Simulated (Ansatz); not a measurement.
Geometry optimisation, RKS BLYP-D4/def2-SVP (Ansatz 0.2.0).

Input:

```yaml
crystal:
  periodic: [false, false, false]
  atoms:
    - { symbol: Ge, position_ang: [0.195347, 0.066582, -0.052737] }
    - { symbol: Cl, position_ang: [0.319158, 0.06846, 2.152002] }
    - { symbol: Cl, position_ang: [2.265149, -0.020043, -0.711579] }
    - { symbol: Cl, position_ang: [-0.612698, 1.898261, -0.867964] }
    - { symbol: Cl, position_ang: [-0.730826, -1.749406, -0.809508] }
    - { symbol: S, position_ang: [-3.06061, 0.208081, 1.107518] }
    - { symbol: H, position_ang: [-3.217861, -0.946821, 0.401436] }
    - { symbol: H, position_ang: [-2.207059, -0.397914, 2.013432] }
basis:
  gaussian: { orbitals: def2-SVP }
hamiltonian:
  xc: blyp
  dispersion: d4
relax:
  f_tol: 0.03
  max_steps: 50
```

Command:

```bash
$ ansatz run input.yaml --threads 4 --pin off --max-ram 5120MiB --backend cpu --events-out ev --progress --plain --runs-dir out
```

Question: Where does it end, and by what steps?

Answer: The run converged. The force dipped under the threshold on the way, but the program's further checks kept it going. After 13 steps the energy has fallen by 0.115 eV; S6 moved furthest, 0.43 Å.

```
step  energy less start (eV)  largest force component (eV/Å)  accepted
   0                  0.0000                           0.447       yes
   1                 -0.0802                           0.243       yes
   2                 -0.1019                           0.212       yes
   3                 -0.1106                           0.062       yes
   4                 -0.1119                           0.043       yes
   5                 -0.1126                           0.047       yes
   6                 -0.1143                           0.012       yes
   7                 -0.1141                           0.099        no
   8                 -0.1145                           0.006       yes
   9                 -0.1145                           0.093        no
  10                 -0.1147                           0.021       yes
  11                 -0.1148                           0.067       yes
  12                 -0.1151                           0.047       yes
  13                 -0.1153                           0.003       yes
```

```xyz
8
Properties=species:S:1:pos:R:3
Ge 0.384 0.059 -0.123
Cl 0.389 -0.003 2.048
Cl 2.438 -0.020 -0.810
Cl -0.537 1.875 -0.837
Cl -0.658 -1.686 -0.894
S -3.458 0.090 1.216
H -3.090 -0.992 0.475
H -2.517 -0.197 2.158
```

Whether the end is a true minimum wasn't checked by a vibrational analysis.

The run took 25 s on 4 threads of Arm Neoverse V1, on a shared host, peak memory 0.22 GiB.
